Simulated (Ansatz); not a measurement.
Reaction (formal exchange of groups at the Al–C bond): `N/C=C/[CH2][AlH2]` + `C=CS` → `C=[C]([AlH2])S` + `C/C=C/N`

Calculated with Ansatz (gas phase, PBE0-D4/def2-TZVP geometries, no zero-point term in ΔE). CBS: MP2 limit from def2 TZ/QZ plus the TZ coupled-cluster correction, frozen cores. This one scheme is used for every species. Double bonds are as drawn, so ΔE can hold a change between cis and trans. Functionals use def2-TZVPP. B3LYP here is the variant with VWN-RPA as its local correlation; programs differ in this. HSE06 is defined as in plane-wave codes. Each species was taken in one conformer, which may not be the lowest.

```tsv
level	ΔE (kcal/mol)	difference from CCSD(T)/CBS
LDA (SPW92)	4.3	6.2
PBE-D4	1.5	3.4
revPBE-D4	0.9	2.8
BLYP-D4	-1.7	0.2
r2SCAN-D4	1.8	3.7
B97M-V	-0.2	1.7
PBE0-D4	0.9	2.8
r2SCANh-D4	1.5	3.4
r2SCAN0-D4	1.1	3.0
HSE06-D4	1.0	2.9
BHLYP-D4	-2.9	-1.0
ωB97X-V	-0.9	1.0
ωB97M-V	-0.4	1.5
B2PLYP	-2.0	-0.1
PBE-QIDH	0.0	1.9
PBE	1.3	3.2
revPBE	0.2	2.1
BLYP	-2.2	-0.3
r2SCAN	1.7	3.6
PBE0	0.8	2.7
B3LYP	-2.1	-0.2
r2SCANh	1.4	3.3
r2SCAN0	1.0	2.9
HSE06	0.8	2.7
BHLYP	-3.0	-1.1
CAM-B3LYP	-2.1	-0.2
LC-ωPBE	0.3	2.2
RPA@PBE/def2-TZVPP	-2.2	-0.3
MP2/def2-SVP	-1.2	0.7
CCSD/def2-SVP	-2.8	-0.9
CCSD(T)/def2-SVP	-2.1	-0.2
HF/def2-TZVPP	-6.1	-4.2
MP2/def2-TZVPP	-0.9	1.0
CCSD/def2-TZVPP	-2.4	-0.5
CCSD(T)/def2-TZVPP	-1.7	0.2
HF/def2-QZVPP	-6.2	-4.3
SCS-MP2/def2-QZVPP	-2.5	-0.6
HF/CBS(def2)	-6.2	-4.3
MP2/CBS(def2)	-1.1	0.8
CCSD/CBS(def2)	-2.6	-0.7
CCSD(T)/CBS	-1.9	0
```

Largest T1 diagnostic among the species: 0.012.

From BLYP to BHLYP (50 % exact exchange), in def2-TZVPP and without D4, ΔE moves by −0.8 kcal/mol. Leaving LDA and LC-ωPBE aside and taking each functional with its dispersion term where it has one, the values spread over 4.6 kcal/mol, from BHLYP-D4 to r2SCAN-D4. LDA lies +3.0 kcal/mol from PBE without D4.
